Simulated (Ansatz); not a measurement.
```xyz
10

C    -0.083   -1.162    1.311
N    -0.022   -0.225    0.253
Mo    0.062    0.884   -0.997
F    -0.486   -0.078   -2.484
F     1.788    0.693   -1.643
F    -1.618    1.666   -1.019
F     0.655    2.437   -0.178
H    -0.837   -1.921    1.086
H    -0.350   -0.651    2.240
H     0.891   -1.644    1.430
```

The species carries charge 0 and has multiplicity 1. Mo takes the def2 core potential.

Problem. List the PBE/def2-TZVPP orbital energies in eV (Ansatz 0.2.0). (An estimate is asked.)

Solution. Ansatz gave: Occupied: -659.96, -659.96, -659.96, -659.95, -382.32, -271.07, -70.24, -44.28, -44.22, -44.22, -29.14, -29.06, -28.46, -28.46, -22.59, -16.94, -12.73, -12.59, -12.32, -12.32, -11.99, -11.50, -11.31, -11.31, -10.35, -10.10, -10.10, -9.81, -9.81, -9.69, -9.08, -7.90, -7.90. Lowest empty: -4.47, -2.80, -2.80, -2.10, -0.52, -0.39, 0.41, 0.83.
